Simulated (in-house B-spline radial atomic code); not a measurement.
Ti2+ is squeezed into an impenetrable sphere of radius R (the orbitals vanish at R). Method: non-relativistic r2SCAN, spin-polarised, spherical fractional occupations, point nucleus. Calculated with a B-spline radial code for spherical atoms.

Energies in eV above the free ion in [Ar] 3d2:

```tsv
R (bohr)	highest level (eV)	[Ar] 3d2	[Ne] 3s2 3p5 3d3
8.35	-20.3	0.0001006	32.56
5.95	-20.3	0.01383	32.57
5.22	-20.2	0.05709	32.62
4.01	-19.5	0.5758	33.2
3.77	-19.1	0.9234	33.61
2.83	-14.8	7.262	40.83
2.5	-10.3	16.91	51.3
2.12	0.125	48.61	84.48
1.84	15.4	111.3	148.3
1.24	112	767.1	794.2
```

Problem. Does [Ne] 3s2 3p5 3d3 fall below [Ar] 3d2 under compression?

Solution. No, it stays above over the whole range.

The highest level is first positive in the row R = 2.12 bohr, pushed up by confinement above the zero of the free ion's potential. Each configuration is held fixed and needn't be the lowest in the sphere.
